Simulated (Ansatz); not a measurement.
Reaction (ligand exchange at the Al–S bond): `F/C=C/[S][AlH2]` + HBr → `[AlH2][Br]` + `F/C=C\S`

Computed with Ansatz on PBE0-D4/def2-TZVP structures; ΔE is electronic, products minus reactants. CCSD(T)/CBS is the MP2 limit (def2-TZVPP, def2-QZVPP) plus CCSD(T) − MP2 in def2-TZVPP, frozen cores. Double bonds are as drawn, so ΔE can hold a change between cis and trans. Functionals use def2-TZVPP. For Br outer-core shells are correlated without core-valence functions, which leaves a few kJ/mol of doubt a bond. Scalar relativity is left out up to krypton. One conformer a species, not always the lowest.

```json
{"level": "PBE", "ΔE (kcal/mol)": "-13.7"}
{"level": "MP2/def2-QZVPP", "ΔE (kcal/mol)": "-14.2"}
```

Problem. What does CCSD(T)/CBS give? (Best estimate.)

Solution. The calculation gave: -15.2 kcal/mol. The listed levels differ from it by 1.5, 1.0 kcal/mol.

Largest T1 diagnostic among the species: 0.013.

In def2-TZVPP, CCSD(T) changes the Hartree–Fock value by +7.3 kcal/mol (the triples alone add +1.4 kcal/mol) and MP2 by +8.1 kcal/mol. The D4 term adds +1.6 kcal/mol with B3LYP and +0.9 kcal/mol with PBE0; it sums over pairs of atoms, weighted by their polarisabilities, and B3LYP, whose exchange is more repulsive, gets the larger term.

B3LYP here is the variant with VWN-RPA as its local correlation; programs differ in this.
